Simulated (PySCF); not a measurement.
C₇H₇ClO.
Atom-mapped SMILES: `[CH:1]#[C:2][C@@H:3]1[CH2:4][C@H:5]([CH2:6][Cl:7])[C:8]1=[O:9]` (hydrogens: H10 on C1; H11 on C3; H12, H13 on C4; H14 on C5; H15, H16 on C6)

The geometry is computed with GFN2-xTB (gas phase).

(1) What internal coordinates does the optimisation give?

Answers

(1) 
```json
{"bond": "C1≡C2", "length (pm)": "119.7"}
{"bond": "C2–C3", "length (pm)": "144.1"}
{"bond": "C3–C4", "length (pm)": "154.9"}
{"bond": "C4–C5", "length (pm)": "154.3"}
{"bond": "C5–C6", "length (pm)": "151.4"}
{"bond": "C6–Cl7", "length (pm)": "178.8"}
{"bond": "C5–C8", "length (pm)": "152.5"}
{"bond": "C8=O9", "length (pm)": "119.2"}
{"bond": "C3–C8", "length (pm)": "152.8"}
{"bond": "C1–H10", "length (pm)": "104.9"}
{"bond": "C3–H11", "length (pm)": "109.3"}
{"bond": "C4–H12", "length (pm)": "108.7"}
{"bond": "C4–H13", "length (pm)": "108.8"}
{"bond": "C5–H14", "length (pm)": "109.3"}
{"bond": "C6–H15", "length (pm)": "109.0"}
{"bond": "C6–H16", "length (pm)": "109.0"}
```

A selection of angles:
```json
{"angle": "C2–C1–H10", "degrees": "178.7"}
{"angle": "C1–C2–C3", "degrees": "177.5"}
{"angle": "C2–C3–C4", "degrees": "117.1"}
{"angle": "C2–C3–C8", "degrees": "115.1"}
{"angle": "C2–C3–H11", "degrees": "109.7"}
{"angle": "C4–C3–C8", "degrees": "88.4"}
{"angle": "C4–C3–H11", "degrees": "113.8"}
{"angle": "C8–C3–H11", "degrees": "111.4"}
{"angle": "C3–C4–C5", "degrees": "90.4"}
{"angle": "C3–C4–H12", "degrees": "115.2"}
{"angle": "C3–C4–H13", "degrees": "112.6"}
{"angle": "C5–C4–H12", "degrees": "115.5"}
{"angle": "C5–C4–H13", "degrees": "112.9"}
{"angle": "H12–C4–H13", "degrees": "109.3"}
{"angle": "C4–C5–C6", "degrees": "117.8"}
{"angle": "C4–C5–C8", "degrees": "88.7"}
{"angle": "C4–C5–H14", "degrees": "113.3"}
{"angle": "C6–C5–C8", "degrees": "114.7"}
{"angle": "C6–C5–H14", "degrees": "109.7"}
{"angle": "C8–C5–H14", "degrees": "111.3"}
{"angle": "C5–C6–Cl7", "degrees": "110.5"}
{"angle": "C5–C6–H15", "degrees": "111.2"}
{"angle": "C5–C6–H16", "degrees": "110.9"}
{"angle": "Cl7–C6–H15", "degrees": "106.9"}
{"angle": "Cl7–C6–H16", "degrees": "107.3"}
{"angle": "H15–C6–H16", "degrees": "109.8"}
{"angle": "C5–C8–O9", "degrees": "133.7"}
{"angle": "C3–C8–C5", "degrees": "91.9"}
{"angle": "C3–C8–O9", "degrees": "134.4"}
```

Torsions: C2–C3–C4–C5 -124° (anticlinal); C3–C4–C5–C6 124° (anticlinal); C4–C5–C6–Cl7 73° (synclinal); C4–C5–C8–O9 170° (antiperiplanar); C2–C3–C8–C5 126° (anticlinal).

The 4-membered ring C3–C4–C5–C8 has internal angles of 88.4° to 91.9°; it is slightly puckered (a soft mode that the optimisation may not have finished), 0.04 Å rms from its mean plane, widest ring torsion 7°. Of the pairs four or more bonds apart, H13···H15 is among the closest relative to their van der Waals radii: 2.51 Å, 105 % of the sum of Bondi's values. The C–C distances run from 1.197 Å (C1≡C2, drawn triple) to 1.549 Å (C3–C4, drawn single), a spread of 0.352 Å.

Point group: C1 (no symmetry element, even within 0.4 Å). Stationary, but not proved a minimum. One conformer, not necessarily the lowest.
